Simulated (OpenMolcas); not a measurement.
Pt: effect of the IPEA shift

- Program: OpenMolcas
- Basis: ANO-RCC-VTZP [8s7p5d3f1g]
- Scalar Hamiltonian: DKH2, point nucleus
- Active space: 10 electrons in 6 orbitals (5d 6s)
- State averaging: 2S+1 = 3 even, 15 roots; 2S+1 = 1 even, 20 roots
- Spin-orbit coupling: RASSI with atomic mean-field integrals over the reference wave functions, term energies averaged over their components

Methods on the same reference wave functions:
A. CASSCF
B. MS-CASPT2, IPEA 0 Eh, imaginary shift 0.1 Eh (closed shells correlated: 5s 5p)
C. MS-CASPT2, IPEA 0.25 Eh, imaginary shift 0.1 Eh (closed shells correlated: 5s 5p)

Energies in cm⁻¹ above 5d⁹ 6s ³D₃, the measured ground level; measured values from NIST Handbook of Basic Atomic Spectroscopic Data.

```tsv
Level	A	B	C	Measured
5d⁸ 6s² ³F₄	-1602	-2940	-2310	824
5d⁹ 6s ³D₃	0.0	0.0	0.0	0.0
5d⁹ 6s ¹D₂ [60 %]	623	-1282	-571	776
5d⁸ 6s² ³F₃	7578	6320	6960	10117
5d⁹ 6s ³D₁	10532	10530	10530	10132
5d⁸ 6s² ³P₀ [65 %]	19373	18060	19230	16983
5d⁸ 6s² ³P₁	19807	14940	16180	18567
5d⁸ 6s² ¹G₄	22687	18980	19510	21967
5d¹⁰ ¹S₀ [65 %]	26582	5270	5690	6140
5d⁸ 6s² ¹D₂ [60 %]	26793	22780	23890	26639
```

A puts 5d⁸ 6s² ³F₄ lowest. B puts 5d⁸ 6s² ³F₄ lowest. C puts 5d⁸ 6s² ³F₄ lowest.

Deviations, from unrounded energies. A percentage is the sum of absolute deviations over the sum of measured energies, with the sign that they share, or ± where signs differ.

```json
{"Against measurement": "mean absolute deviation (cm-1)", "Levels": "9", "A": "3400", "B": "2500", "C": "2000"}
{"Against measurement": "fine structure of the ground term (%)", "Levels": "1", "A": "+3.9", "B": "+3.9", "C": "+3.9"}
{"Against measurement": "other terms of the ground configuration (%)", "Levels": "1", "A": "-19.7", "B": "-265.2", "C": "-173.6"}
{"Against measurement": "other configurations (%)", "Levels": "7", "A": "±29.5", "B": "±19.7", "C": "±16.4"}
```

C lies closest to measurement on these levels and A furthest from it. The largest miss of C in the table is 5d⁸ 6s² ³F₃, by -3200 cm-1. The ranking rests on the paired levels alone, and a cruder setting can come out closer through cancelling errors.

Between B and C the level of the table that moves most is 5d⁸ 6s² ³P₁, by 1200 cm-1 (lowest in B, highest in C). Moves below CASPT2's spread within the term are not significant.

The mean deviations of B to C differ by less than CASPT2's widest spread within a term (1600 cm-1), so their order carries little weight.

The lowest spin-free term lies below A's lowest term by 0.578 hartree in B, 0.567 hartree in C.

CASPT2 does not keep the components of a term degenerate, so their means are used; among the terms shown or strongly mixed into the levels shown the widest spread is 1600 cm-1 (5d⁸ 6s² ¹G, B). Over all roots computed the reference weight is 0.82 to 0.88 in B, 0.83 to 0.88 in C; the roots of lowest weight are the least certain, and an intruder state may touch them. The lowest computed level is not the ground level that NIST lists (3D3). Configurations are named by rounded mean occupations; where the s occupation lies near a half they are strongly mixed, a name can repeat and a true partner stay unpaired. A single d shell beside an s shell can misplace configurations of different d count against each other. The lowest spin-free term belongs to 5d⁹ 6s, not to the configuration of the lowest level. Without dynamic correlation excited terms often stand tens of per cent too high (terms of higher spin than the ground term too low), and those without a measured partner can miss by more than the paired ones (holds for A). Some levels mix across a computed gap that differs much from the measured one, so their mixing is not that of the real levels (holds for A). The CASPT2 spread within a term exceeds the gap to the next term for 5d⁹ 6s ³D and 5d⁸ 6s² ³F, 5d⁸ 6s² ¹D and 5d⁸ 6s² ¹G, so the order of their levels is uncertain, and so are names and mixing where such terms share a J (holds for B; C). Measured partners are found by configuration, term and J. A level has none where our copy of the source lacks it or the pairing is in doubt (some pairs that miss far off the trend of their configuration count as doubtful), and it then counts in no deviation. Levels of configurations outside the active space are missing. Levels that lie high or do not pair safely by name in every column are left out.

A share in square brackets marks a mixed level and gives the weight of the term that names it, the lowest over the columns.
